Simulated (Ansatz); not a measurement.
Reaction (ligand exchange at a Ga–C bond): `C#[C][GaH][CH3]` + `NCF` → `[CH3][GaH][NH]CF` + acetylene

Gas-phase electronic energies from Ansatz, PBE0-D4/def2-TZVP geometries. CBS: MP2 limit from def2 TZ/QZ plus the TZ coupled-cluster correction, frozen cores. This one scheme is used for every species. Functionals use def2-TZVPP. B3LYP here is the variant with VWN-RPA as its local correlation; programs differ in this. For Ga outer-core shells are correlated without core-valence functions, which leaves a few kJ/mol of doubt a bond. Scalar relativity is left out up to krypton. One conformer a species, not always the lowest.

| level | ΔE (kJ/mol) | difference from CCSD(T)/CBS |
| --- | --- | --- |
| PBE-D4 | -7.0 | 3.5 |
| r2SCAN-D4 | -6.6 | 3.9 |
| PBE0-D4 | -4.3 | 6.2 |
| B3LYP-D4 | -9.3 | 1.2 |
| ωB97X-V | -7.4 | 3.1 |
| ωB97M-V | -6.9 | 3.6 |
| B2PLYP | -6.2 | 4.3 |
| PBE | -3.8 | 6.7 |
| r2SCAN | -5.6 | 4.9 |
| PBE0 | -1.5 | 9.0 |
| B3LYP | -4.4 | 6.1 |
| HF/def2-TZVPP | 3.8 | 14.3 |
| MP2/def2-TZVPP | -7.3 | 3.2 |
| SCS-MP2/def2-TZVPP | -6.1 | 4.4 |
| CCSD/def2-TZVPP | -6.4 | 4.1 |
| CCSD(T)/def2-TZVPP | -7.3 | 3.2 |
| HF/def2-QZVPP | 3.3 | 13.8 |
| MP2/def2-QZVPP | -9.4 | 1.1 |
| SCS-MP2/def2-QZVPP | -7.8 | 2.7 |
| HF/CBS(def2) | 3.2 | 13.7 |
| MP2/CBS(def2) | -10.6 | -0.1 |
| CCSD/CBS(def2) | -9.6 | 0.9 |
| CCSD(T)/CBS | -10.5 | 0 |

Largest T1 diagnostic among the species: 0.013.

In def2-TZVPP, CCSD(T) changes the Hartree–Fock value by −11.1 kJ/mol (the triples alone add −0.9 kJ/mol) and MP2 by −11.1 kJ/mol. The D4 term adds −4.9 kJ/mol with B3LYP and −2.8 kJ/mol with PBE0; it sums over pairs of atoms, weighted by their polarisabilities, and B3LYP, whose exchange is more repulsive, gets the larger term.
